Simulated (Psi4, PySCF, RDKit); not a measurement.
Conformational energy of SMILES COc1ccc(O)s1, singlet. Scanned: dihedral S8–C6–O7–H14; all other coordinates were relaxed at GFN2-xTB. Points at φ and −φ are mirror images. Heavy atoms are numbered in the order of the SMILES COc1ccc(O)s1, hydrogens after them in the order of the atoms that carry them; the mirror image has the same energies with the sign of each dihedral reversed.

- UFF // GFN2-xTB (RDKit)
- RKS-B3LYP/6-31G* = restricted B3LYP/6-31G*, spherical d, density fitting // GFN2-xTB (PySCF)
- RKS-B3LYP/3-21G = restricted B3LYP/3-21G // GFN2-xTB in PySCF
- PBE-D3(BJ)/def2-SVP // GFN2-xTB (Psi4)

Energies relative to the lowest point of each profile, in kJ/mol; the last columns give the difference from PBE-D3(BJ):

| φ / ° | UFF | RKS-B3LYP/6-31G* | RKS-B3LYP/3-21G | PBE-D3(BJ)/def2-SVP | UFF − PBE-D3(BJ)/def2-SVP | RKS-B3LYP/6-31G* − PBE-D3(BJ)/def2-SVP | RKS-B3LYP/3-21G − PBE-D3(BJ)/def2-SVP |
|---|---|---|---|---|---|---|---|
| -165 | 11.7 | 0.3 | 0.4 | 0.3 | 11.4 | 0.0 | 0.1 |
| -150 | 16.7 | 0.8 | 1.1 | 1.0 | 15.7 | -0.2 | 0.1 |
| -135 | 24.2 | 1.3 | 1.6 | 1.8 | 22.3 | -0.5 | -0.3 |
| -120 | 32.3 | 1.3 | 1.4 | 2.3 | 29.9 | -1.0 | -0.9 |
| -105 | 38.4 | 0.9 | 0.7 | 2.3 | 36.0 | -1.4 | -1.7 |
| -90 | 39.9 | 0.3 | 0.0 | 2.0 | 37.9 | -1.6 | -2.0 |
| -75 | 36.0 | 0.0 | 0.0 | 1.4 | 34.5 | -1.4 | -1.4 |
| -60 | 27.7 | 0.3 | 1.1 | 1.2 | 26.5 | -0.9 | -0.2 |
| -45 | 17.7 | 1.3 | 2.9 | 1.5 | 16.2 | -0.2 | 1.4 |
| -30 | 8.5 | 2.8 | 5.1 | 2.2 | 6.3 | 0.6 | 2.9 |
| -15 | 2.2 | 4.1 | 6.9 | 2.9 | -0.7 | 1.1 | 4.0 |
| 0 | 0.0 | 4.6 | 7.6 | 3.3 | -3.3 | 1.4 | 4.3 |
| 15 | 2.2 | 4.1 | 6.9 | 2.9 | -0.7 | 1.1 | 4.0 |
| 30 | 8.5 | 2.8 | 5.1 | 2.2 | 6.3 | 0.6 | 2.9 |
| 45 | 17.7 | 1.3 | 2.9 | 1.5 | 16.2 | -0.2 | 1.4 |
| 60 | 27.7 | 0.3 | 1.1 | 1.2 | 26.5 | -0.9 | -0.2 |
| 75 | 36.0 | 0.0 | 0.0 | 1.4 | 34.5 | -1.4 | -1.4 |
| 90 | 39.9 | 0.3 | 0.0 | 2.0 | 37.9 | -1.6 | -2.0 |
| 105 | 38.4 | 0.9 | 0.7 | 2.3 | 36.0 | -1.4 | -1.7 |
| 120 | 32.3 | 1.3 | 1.4 | 2.3 | 29.9 | -1.0 | -0.9 |
| 135 | 24.2 | 1.3 | 1.6 | 1.8 | 22.3 | -0.5 | -0.3 |
| 150 | 16.7 | 0.8 | 1.1 | 1.0 | 15.7 | -0.2 | 0.1 |
| 165 | 11.7 | 0.3 | 0.4 | 0.3 | 11.4 | 0.0 | 0.1 |
| 180 | 10.0 | 0.0 | 0.1 | 0.0 | 10.0 | 0.0 | 0.1 |

UFF is furthest from PBE-D3(BJ)/def2-SVP at -90 (37.9 kJ/mol, above); its mean absolute difference over the points is 20.3 kJ/mol.

RKS-B3LYP/6-31G* is furthest from PBE-D3(BJ)/def2-SVP at -90 (-1.6 kJ/mol, below); its mean absolute difference over the points is 0.8 kJ/mol.

RKS-B3LYP/3-21G is furthest from PBE-D3(BJ)/def2-SVP at 0 (4.3 kJ/mol, above); its mean absolute difference over the points is 1.4 kJ/mol.
